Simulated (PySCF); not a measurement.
CH₅AlBO, C₂H₇AlB, CH₆BOSi, CH₆BSi and others (calculated)

Calculation on a computer-drawn molecule: the log of a Hartree-Fock and frozen-core CCSD(T) single point meant for a local Hartree-Fock minimum, with one planted fault or none, to be diagnosed. Offsets are logged minus clean, where the clean run is the same molecule without the fault. The reference is restricted for singlets and unrestricted otherwise, and also for a bond in bohr or an excited solution. Adding or removing an electron swaps singlet and doublet. The excited solution moves the top pair (singlet) or top alpha electron (doublet) to the lowest empty orbital. Highest occupied and lowest empty are orbital energies over both spins, largest force is the largest gradient component, triples share is (T) over the correlation energy, the T1 limit is 0.02 restricted and 0.045 unrestricted, electrons count all cores, a negative frequency is imaginary (commonest isotopes), and the dipole is about the centre of nuclear charge. Program: PySCF 2.14.0.

Common to all runs: meant charge 0; meant multiplicity 2; meant basis cc-pV(D+d)Z; logged SCF converged yes; possible faults no fault, one electron removed, one electron added, multiplicity raised by two, geometry at a saddle point, SCF held on an excited solution, minimal basis STO-3G, one bond length entered in bohr, all coordinates scaled.

```yaml
- entry: 1
  formula: CH5AlBO
  logged_structure:
    atoms_angstrom:
      - [B, -2.1718, 0.4707, -0.1886]
      - [C, -1.005, 1.4757, -0.2458]
      - [Al, 0.8732, 1.0604, -0.5105]
      - [O, 1.9111, 2.3663, -0.7863]
      - [H, -2.0691, -0.5737, 0.4021]
      - [H, -3.2053, 0.6955, -0.7648]
      - [H, -1.2674, 2.5362, -0.2258]
      - [H, 1.441, -0.4107, -0.4757]
      - [H, 2.8422, 2.3532, -0.93]
  given:
    logged_electrons: 38
    logged_basis_functions: 90
    logged_spin_squared: 0.0
    "logged_highest_occupied [eV]": -1.6133
    "logged_lowest_empty [eV]": 7.1658
    "logged_largest_force [hartree/bohr]": 0.058388
    logged_T1_diagnostic: 0.015602
    logged_D1_diagnostic: 0.050062
    logged_triples_share: 0.029865
    logged_CC_converged: "yes"
    "logged_dipole_magnitude [debye]": 6.3274
    logged_SCF_stable_within_its_kind: "yes"
    "logged_energy_HF [hartree]": -382.26638
    "logged_energy_CCSD(T) [hartree]": -382.81832
    drawn_bonds_atom: [1, 2, 3, 1, 1, 2, 3, 4]
    drawn_bonds_other_atom: [2, 3, 4, 5, 6, 7, 8, 9]
    drawn_bonds_order: [1, 1, 1, 1, 1, 1, 1, 1]
  results:
    planted_fault: "one electron added"
    "HF_energy_offset_from_clean_run [kcal/mol]": -3.483
    "CCSD(T)_energy_offset_from_clean_run [kcal/mol]": -34.32
- entry: 2
  formula: CH5AlBO
  logged_structure:
    atoms_angstrom:
      - [B, -2.0893, 0.4529, -0.1815]
      - [C, -0.9668, 1.4196, -0.2365]
      - [Al, 0.84, 1.0201, -0.4911]
      - [O, 1.8385, 2.2763, -0.7564]
      - [H, -1.9905, -0.5519, 0.3868]
      - [H, -3.0835, 0.6691, -0.7357]
      - [H, -1.2192, 2.4398, -0.2172]
      - [H, 1.3862, -0.3951, -0.4576]
      - [H, 2.7342, 2.2638, -0.8946]
  given:
    logged_electrons: 37
    logged_basis_functions: 90
    logged_spin_squared: 0.7587
    "logged_highest_occupied [eV]": -10.262
    "logged_lowest_empty [eV]": 0.63739
    "logged_largest_force [hartree/bohr]": 0.048022
    logged_T1_diagnostic: 0.016981
    logged_D1_diagnostic: 0.06837
    logged_triples_share: 0.022121
    logged_CC_converged: "yes"
    "logged_dipole_magnitude [debye]": 1.2409
    logged_SCF_stable_within_its_kind: "yes"
    "logged_energy_HF [hartree]": -382.24821
    "logged_energy_CCSD(T) [hartree]": -382.74648
    drawn_bonds_atom: [1, 2, 3, 1, 1, 2, 3, 4]
    drawn_bonds_other_atom: [2, 3, 4, 5, 6, 7, 8, 9]
    drawn_bonds_order: [1, 1, 1, 1, 1, 1, 1, 1]
  results:
    planted_fault: "all coordinates scaled, by -3.8 %"
    "HF_energy_offset_from_clean_run [kcal/mol]": 7.922
    "CCSD(T)_energy_offset_from_clean_run [kcal/mol]": 10.76
- entry: 3
  formula: C2H7AlB
  logged_structure:
    atoms_angstrom:
      - [B, 0.2425, -1.7512, 1.5928]
      - [C, -1.1992, -1.5777, 1.0997]
      - [C, -1.8531, -0.2931, 0.7915]
      - [Al, -2.5691, 0.0598, 2.6294]
      - [H, 0.6791, -2.8486, 1.812]
      - [H, 0.9467, -0.7892, 1.7564]
      - [H, -2.396, -3.2394, 0.8969]
      - [H, -2.6616, -0.3678, 0.0618]
      - [H, -1.1503, 0.4973, 0.5223]
      - [H, -1.7405, 0.9604, 3.6243]
      - [H, -3.9173, -0.6344, 3.0702]
  given:
    logged_electrons: 37
    logged_basis_functions: 100
    logged_spin_squared: 1.4975
    "logged_highest_occupied [eV]": -9.0241
    "logged_lowest_empty [eV]": 0.38027
    "logged_largest_force [hartree/bohr]": 0.01775
    logged_T1_diagnostic: 0.051379
    logged_D1_diagnostic: 0.21672
    logged_triples_share: 0.036377
    logged_CC_converged: "yes"
    "logged_dipole_magnitude [debye]": 1.6213
    logged_SCF_stable_within_its_kind: "yes"
    "logged_energy_HF [hartree]": -346.24007
    "logged_energy_CCSD(T) [hartree]": -346.72202
    drawn_bonds_atom: [1, 2, 3, 1, 1, 2, 3, 3, 4, 4]
    drawn_bonds_other_atom: [2, 3, 4, 5, 6, 7, 8, 9, 10, 11]
    drawn_bonds_order: [1, 1, 1, 1, 1, 1, 1, 1, 1, 1]
  results:
    planted_fault: "one bond length entered in bohr, row 6 of the drawn bonds"
    "HF_energy_offset_from_clean_run [kcal/mol]": 75.83
    "CCSD(T)_energy_offset_from_clean_run [kcal/mol]": 80.78
  notes: ["T1 above single-reference limit"]
- entry: 4
  formula: C2H7AlB
  logged_structure:
    atoms_angstrom:
      - [B, 0.2425, -1.7512, 1.5928]
      - [C, -1.1992, -1.5777, 1.0997]
      - [C, -1.8531, -0.2931, 0.7915]
      - [Al, -2.5691, 0.0598, 2.6294]
      - [H, 0.6791, -2.8486, 1.812]
      - [H, 0.9467, -0.7892, 1.7564]
      - [H, -1.8325, -2.457, 0.9924]
      - [H, -2.6616, -0.3678, 0.0618]
      - [H, -1.1503, 0.4973, 0.5223]
      - [H, -1.7405, 0.9604, 3.6243]
      - [H, -3.9173, -0.6344, 3.0702]
  given:
    logged_electrons: 37
    logged_basis_functions: 100
    logged_spin_squared: 1.2066
    "logged_highest_occupied [eV]": -4.184
    "logged_lowest_empty [eV]": -1.8426
    "logged_largest_force [hartree/bohr]": 0.075811
    "logged_dipole_magnitude [debye]": 6.036
    logged_SCF_stable_within_its_kind: "no"
    "logged_energy_HF [hartree]": -346.21168
    drawn_bonds_atom: [1, 2, 3, 1, 1, 2, 3, 3, 4, 4]
    drawn_bonds_other_atom: [2, 3, 4, 5, 6, 7, 8, 9, 10, 11]
    drawn_bonds_order: [1, 1, 1, 1, 1, 1, 1, 1, 1, 1]
  results:
    planted_fault: "SCF held on an excited solution"
    "HF_energy_offset_from_clean_run [kcal/mol]": 93.65
  notes: ["coupled-cluster numbers left out as unreliable"]
- entry: 5
  formula: CH6BOSi
  logged_structure:
    atoms_angstrom:
      - [B, 0.6641, -0.6328, -1.1845]
      - [C, 1.5108, 0.4668, -0.4959]
      - [Si, 0.8864, 2.068, 0.2408]
      - [O, -0.7591, 2.1037, 0.3298]
      - [H, 1.1449, -1.6954, -1.4699]
      - [H, -0.4929, -0.4398, -1.4526]
      - [H, 2.5879, 0.3058, -0.4267]
      - [H, 1.4006, 3.1858, -0.5876]
      - [H, 1.374, 2.2211, 1.6243]
      - [H, -1.2712, 1.962, -0.4517]
  given:
    logged_electrons: 40
    logged_basis_functions: 95
    logged_spin_squared: 0.0
    "logged_highest_occupied [eV]": -1.9752
    "logged_lowest_empty [eV]": 8.9785
    "logged_largest_force [hartree/bohr]": 0.056028
    logged_T1_diagnostic: 0.014457
    logged_D1_diagnostic: 0.052623
    logged_triples_share: 0.028772
    logged_CC_converged: "yes"
    "logged_dipole_magnitude [debye]": 4.806
    logged_SCF_stable_within_its_kind: "yes"
    "logged_energy_HF [hartree]": -429.86573
    "logged_energy_CCSD(T) [hartree]": -430.46144
    drawn_bonds_atom: [1, 2, 3, 1, 1, 2, 3, 3, 4]
    drawn_bonds_other_atom: [2, 3, 4, 5, 6, 7, 8, 9, 10]
    drawn_bonds_order: [1, 1, 1, 1, 1, 1, 1, 1, 1]
  results:
    planted_fault: "one electron added"
    "HF_energy_offset_from_clean_run [kcal/mol]": -10.28
    "CCSD(T)_energy_offset_from_clean_run [kcal/mol]": -41.58
- entry: 6
  formula: CH6BSi
  logged_structure:
    atoms_angstrom:
      - [B, 1.7854, 1.1451, -0.6227]
      - [C, 2.2891, -0.2423, -1.1002]
      - [Si, 1.3485, -1.493, -2.1329]
      - [H, 0.6819, 1.5253, -0.9089]
      - [H, 2.4903, 1.858, 0.0391]
      - [H, 3.2986, -0.539, -0.813]
      - [H, -0.002, -0.986, -2.4621]
      - [H, 1.2214, -2.769, -1.3871]
      - [H, 2.0865, -1.7655, -3.3905]
  given:
    logged_electrons: 31
    logged_basis_functions: 25
    logged_spin_squared: 0.7618
    "logged_highest_occupied [eV]": -9.1435
    "logged_lowest_empty [eV]": 4.9124
    "logged_largest_force [hartree/bohr]": 0.027689
    logged_T1_diagnostic: 0.013442
    logged_D1_diagnostic: 0.070456
    logged_triples_share: 0.0095726
    logged_CC_converged: "yes"
    "logged_dipole_magnitude [debye]": 0.74503
    logged_SCF_stable_within_its_kind: "yes"
    "logged_energy_HF [hartree]": -350.81658
    "logged_energy_CCSD(T) [hartree]": -350.97833
    drawn_bonds_atom: [1, 2, 1, 1, 2, 3, 3, 3]
    drawn_bonds_other_atom: [2, 3, 4, 5, 6, 7, 8, 9]
    drawn_bonds_order: [1, 1, 1, 1, 1, 1, 1, 1]
  results:
    planted_fault: "minimal basis STO-3G"
    "HF_energy_offset_from_clean_run [kcal/mol]": 2582
    "CCSD(T)_energy_offset_from_clean_run [kcal/mol]": 2709
- entry: 7
  formula: AlBH4N
  logged_structure:
    atoms_angstrom:
      - [B, -0.2686, -0.7319, -0.5587]
      - ["N", -0.1439, -0.9209, 0.8315]
      - [Al, -0.4923, 0.2962, 2.1274]
      - [H, -0.6428, 0.3353, -0.9775]
      - [H, -0.0077, -1.6181, -1.3317]
      - [H, 0.1731, -1.836, 1.1042]
      - [H, -0.2561, -0.2139, 3.6181]
  given:
    logged_electrons: 28
    logged_basis_functions: 71
    logged_spin_squared: 0.0
    "logged_highest_occupied [eV]": -16.642
    "logged_lowest_empty [eV]": -7.1905
    "logged_largest_force [hartree/bohr]": 0.063734
    logged_T1_diagnostic: 0.01597
    logged_D1_diagnostic: 0.040835
    logged_triples_share: 0.027279
    logged_CC_converged: "yes"
    "logged_dipole_magnitude [debye]": 6.0594
    logged_SCF_stable_within_its_kind: "yes"
    "logged_energy_HF [hartree]": -323.12551
    "logged_energy_CCSD(T) [hartree]": -323.46796
    drawn_bonds_atom: [1, 2, 1, 1, 2, 3]
    drawn_bonds_other_atom: [2, 3, 4, 5, 6, 7]
    drawn_bonds_order: [1, 1, 1, 1, 1, 1]
  results:
    planted_fault: "one electron removed"
    "HF_energy_offset_from_clean_run [kcal/mol]": 180.5
    "CCSD(T)_energy_offset_from_clean_run [kcal/mol]": 183.0
- entry: 8
  formula: Al2BH5N
  logged_structure:
    atoms_angstrom:
      - [B, 1.9471, -0.4722, 0.6458]
      - ["N", 2.189, 0.9019, 0.4574]
      - [Al, 1.1449, 2.2972, 0.9896]
      - [Al, -1.1216, 1.969, 2.2736]
      - [H, 0.9459, -0.8262, 1.2211]
      - [H, 2.7213, -1.3026, 0.2433]
      - [H, 3.0449, 1.1043, -0.0305]
      - [H, -2.5015, 1.9447, 1.49]
      - [H, -1.1731, 2.0357, 3.8584]
  given:
    logged_electrons: 43
    logged_basis_functions: 99
    logged_spin_squared: 0.9625
    "logged_highest_occupied [eV]": -4.8918
    "logged_lowest_empty [eV]": -1.4093
    "logged_largest_force [hartree/bohr]": 0.027833
    "logged_dipole_magnitude [debye]": 6.3911
    logged_SCF_stable_within_its_kind: "no"
    "logged_energy_HF [hartree]": -565.82609
    drawn_bonds_atom: [1, 2, 3, 1, 1, 2, 4, 4]
    drawn_bonds_other_atom: [2, 3, 4, 5, 6, 7, 8, 9]
    drawn_bonds_order: [1, 1, 1, 1, 1, 1, 1, 1]
  results:
    planted_fault: "SCF held on an excited solution"
    "HF_energy_offset_from_clean_run [kcal/mol]": 54.12
  notes: ["coupled-cluster numbers left out as unreliable"]
- entry: 9
  formula: AlBClH3N
  logged_structure:
    atoms_angstrom:
      - [B, -1.0971, -0.6108, -2.7746]
      - ["N", -0.2484, -0.9224, -1.6866]
      - [Al, 1.1519, -2.0516, -1.6223]
      - [Cl, 1.6959, -3.1272, -3.3677]
      - [H, -0.9191, -1.1362, -3.8395]
      - [H, -1.9942, 0.1792, -2.6302]
      - [H, -0.4741, -0.434, -0.8367]
  given:
    logged_electrons: 46
    logged_basis_functions: 89
    logged_spin_squared: 0.0
    "logged_highest_occupied [eV]": -0.96922
    "logged_lowest_empty [eV]": 6.8065
    "logged_largest_force [hartree/bohr]": 0.064178
    logged_T1_diagnostic: 0.015565
    logged_D1_diagnostic: 0.050348
    logged_triples_share: 0.028295
    logged_CC_converged: "yes"
    "logged_dipole_magnitude [debye]": 3.6661
    logged_SCF_stable_within_its_kind: "yes"
    "logged_energy_HF [hartree]": -782.42739
    "logged_energy_CCSD(T) [hartree]": -782.94567
    drawn_bonds_atom: [1, 2, 3, 1, 1, 2]
    drawn_bonds_other_atom: [2, 3, 4, 5, 6, 7]
    drawn_bonds_order: [1, 1, 1, 1, 1, 1]
  results:
    planted_fault: "one electron added"
    "HF_energy_offset_from_clean_run [kcal/mol]": -2.48
    "CCSD(T)_energy_offset_from_clean_run [kcal/mol]": -24.73
- entry: 10
  formula: AlBClH3N
  logged_structure:
    atoms_angstrom:
      - [B, -1.0971, -0.6108, -2.7746]
      - ["N", -0.2484, -0.9224, -1.6866]
      - [Al, 1.1519, -2.0516, -1.6223]
      - [Cl, 1.6959, -3.1272, -3.3677]
      - [H, -0.9191, -1.1362, -3.8395]
      - [H, -1.9942, 0.1792, -2.6302]
      - [H, -0.4741, -0.434, -0.8367]
  given:
    logged_electrons: 45
    logged_basis_functions: 89
    logged_spin_squared: 0.7774
    "logged_highest_occupied [eV]": -5.1358
    "logged_lowest_empty [eV]": -2.3432
    "logged_largest_force [hartree/bohr]": 0.026834
    "logged_dipole_magnitude [debye]": 4.3008
    logged_SCF_stable_within_its_kind: "no"
    "logged_energy_HF [hartree]": -782.28713
    drawn_bonds_atom: [1, 2, 3, 1, 1, 2]
    drawn_bonds_other_atom: [2, 3, 4, 5, 6, 7]
    drawn_bonds_order: [1, 1, 1, 1, 1, 1]
  results:
    planted_fault: "SCF held on an excited solution"
    "HF_energy_offset_from_clean_run [kcal/mol]": 85.53
  notes: ["coupled-cluster numbers left out as unreliable"]
```
